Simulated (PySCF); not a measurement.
**Electron correlation in Tb (terbium, neutral)**

[Xe] 4f9 6s2, one real determinant. All numbers are calculated (PySCF 2.14, the spin-free X2C one-electron Hamiltonian (Gaussian nucleus), in cc-pVDZ-X2C). Frozen: [Kr] 4d10; 19 electrons correlated.

```json
{"level": "CCSD", "correlation energy (mhartree)": "-589.34"}
{"level": "(T)", "correlation energy (mhartree)": "-24.79"}
{"level": "CCSD(T)", "correlation energy (mhartree)": "-614.13"}
```

Diagnostics: T1 = 0.024, D1 = 0.0777, largest double amplitude 0.092.

The real determinant used has ⟨L²⟩ near 24 against 30 for a pure H term, so it mixes terms. Spin-orbit coupling, absent here, splits the open shell strongly.

Cost of the coupled-cluster step: roughly 60 core-seconds, for 19 correlated electrons.

The reference is one real determinant that mixes LS terms of this configuration.
